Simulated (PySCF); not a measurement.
Species: C₆H₄FN₃.
Atom-mapped SMILES: `[F:1][CH:2]=[C:3]=[CH:4][c:5]1[n:6][cH:7][n:8][cH:9][n:10]1` (hydrogens: H11 on C2; H12 on C4; H13 on C7; H14 on C9)

Computed by this run: PBE0-D3(BJ)/def2-SVP geometry optimisation, gas phase in PySCF; density fitting, grid level 2; the optimiser is geomeTRIC in internal coordinates, started from a GFN2-xTB structure.

Step 0: E = -13446.6722 eV
```
atom  x, y, z in Å  |  force x, y, z in eV/Å
F1      3.6651    1.3227    1.0251   -0.228  -0.224  -0.308
C2      3.0991    0.6692   -0.0048    0.734   0.629   0.678
C3      2.0907   -0.1323    0.1311    0.002  -0.051   0.047
C4      1.0586   -0.9229    0.2426   -0.195  -0.027  -0.048
C5     -0.3170   -0.4577    0.1158   -0.330   0.085  -0.023
N6     -0.5483    0.8189   -0.1922    0.427   0.136  -0.011
C7     -1.8187    1.1551   -0.2764    0.028  -0.138   0.032
N8     -2.8453    0.3405   -0.0868   -0.494   0.092  -0.027
C9     -2.5105   -0.9054    0.2060   -0.005   0.192  -0.045
N10    -1.2784   -1.3593    0.3199    0.363  -0.408   0.090
H11     3.5928    0.8789   -0.9448    0.132   0.039  -0.449
H12     1.1684   -1.9808    0.4400    0.072  -0.492   0.105
H13    -2.0421    2.1858   -0.5226   -0.114   0.502  -0.120
H14    -3.3151   -1.6129    0.3651   -0.393  -0.336   0.079
```

Task: Estimate the geometry and energy of step 1. (The exact step hangs on the optimiser's Hessian estimate; all steps are aligned on step 0, rigid shifts and turns removed.)

Result: E = -13446.7122 eV, largest force 0.219 eV/Å
```
atom  x, y, z in Å  |  force x, y, z in eV/Å
F1      3.7410    1.3096    1.0047    0.036   0.062   0.102
C2      3.1500    0.6657    0.0064    0.000  -0.063  -0.210
C3      2.1082   -0.1100    0.1549    0.011   0.046   0.019
C4      1.0612   -0.8980    0.2541   -0.010  -0.092   0.037
C5     -0.3307   -0.4415    0.1252    0.030  -0.003   0.004
N6     -0.5711    0.8405   -0.1683    0.007   0.021  -0.011
C7     -1.8513    1.1601   -0.2702   -0.010   0.067  -0.015
N8     -2.8772    0.3276   -0.1026   -0.021   0.019   0.001
C9     -2.5250   -0.9190    0.1891   -0.037  -0.066   0.011
N10    -1.2800   -1.3636    0.3124   -0.022  -0.006  -0.002
H11     3.6196    0.8413   -0.9701   -0.025  -0.012   0.072
H12     1.1767   -1.9702    0.4571   -0.010   0.046  -0.018
H13    -2.0888    2.2043   -0.5160    0.010  -0.047   0.018
H14    -3.3334   -1.6473    0.3409    0.040   0.029  -0.008
```

The energy changes by -0.0400 eV. The first-order estimate −F·Δx gives -0.0852 eV and the mean of the old and new forces, exact on a quadratic surface, -0.0399 eV. The step makes an angle of 73° with the force vector and moves no atom by more than 0.080 Å.

What follows is the cost of the whole optimisation. Hardware: Intel Xeon Platinum 8488C, one thread, shared host. Cost: 74 s, 0.84 GiB resident at most.
